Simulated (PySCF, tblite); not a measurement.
What does the GFN2-xTB structure of `C=Cc1cpcn1C1CC1` look like in three dimensions?

```xyz
20
C8H10NP angstrom
C      2.5728   -1.5873    0.4789
C      1.4914   -0.9958   -0.0203
C      1.0693    0.3531    0.2787
C      1.7674    1.3138    0.9757
P      0.9168    2.8384    1.0792
C     -0.3551    2.1212    0.1763
N     -0.1369    0.8302   -0.1625
C     -1.0841    0.0640   -0.9044
C     -1.7537   -1.1127   -0.2522
C     -2.5352    0.1326   -0.5328
H      3.2273   -1.0936    1.1755
H      2.8367   -2.5932    0.2040
H      0.8613   -1.5422   -0.7092
H      2.7407    1.1487    1.3995
H     -1.2710    2.5918   -0.1350
H     -0.8409   -0.0156   -1.9612
H     -1.9373   -1.9940   -0.8475
H     -1.4981   -1.3229    0.7754
H     -3.2626    0.1258   -1.3296
H     -2.8141    0.7483    0.3084
```

Orientation and origin are arbitrary. Atoms count from 1 in this order. The 3 C–N bonds span 1.352 Å (C6–N7, aromatic) to 1.426 Å (N7–C8, drawn single), a spread of 0.074 Å. The C–C distances run from 1.330 Å (C1=C2, drawn double) to 1.503 Å (C8–C9, drawn single), a spread of 0.173 Å. The 5-membered ring C3–C4–P5–C6–N7 has internal angles of 88.0° to 114.3° (sum 540°, against 540° for a flat polygon); it is planar, 0.00 Å rms from its mean plane, widest ring torsion 0°. N7 (pyrrole-type nitrogen) is planar (angles 124.4°, 122.4° and 113.2°, sum 360.0°, 0.00 Å off the plane of its three neighbours).

Bonds between heavy atoms (Å): C1=C2 1.330, C2–C3 1.445, C3–C4 1.377, C4–P5 1.749, P5–C6 1.717, C6–N7 1.352, N7–C8 1.426, C8–C9 1.503, C9–C10 1.497, C3–N7 1.370, C8–C10 1.499.

Structure optimised with GFN2-xTB, isolated species.

Point group: C1 (no symmetry element, even within 0.4 Å). Its GFN2-xTB frequencies are all real (lowest 44 cm⁻¹). One conformer, not necessarily the lowest (C1–C2–C3–C4 9°, C6–N7–C8–C9 -114°). 3 starts were optimised and ended at 0.00, 1.50 and 1.75 kcal/mol (GFN2-xTB); the lowest of these is shown.

These are computed values.
